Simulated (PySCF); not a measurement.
Computed shifts of a molecule C₂H₇AlClN, PySCF with PBE0/pcSseg-1, GIAO, gas phase, atoms alike by connectivity averaged where their shifts nearly agree, in ppm (number of nuclei): ¹³C: 13.6 (1), 3.8 (1). ¹H: 1.71 (1), 1.69 (3), 1.60 (1), 0.81 (1), 0.70 (1). ¹⁵N: 41.1 (1). References: ³⁵Cl against HCl (σ = 945.9 ppm); ¹³C against TMS (σ = 186.3 ppm); ¹H against TMS (σ = 31.56 ppm); ¹⁵N against NH3 (σ = 267.4 ppm), references at their B3LYP-D3(BJ)/def2-TZVP geometries, non-relativistic (without spin–orbit terms, shifts of atoms bonded to Cl or Br come out too high). The structure is a stationary point at PBE-D3(BJ)/def2-SVP. Other conformers were not sampled.

Task: Pick the molecule that these values belong to.
(A) C[NH][Al]([CH3])[Cl]
(B) C[N](C)[AlH][Cl]
(C) C[CH2][Al]([NH2])[Cl]

Result: C, C[CH2][Al]([NH2])[Cl]
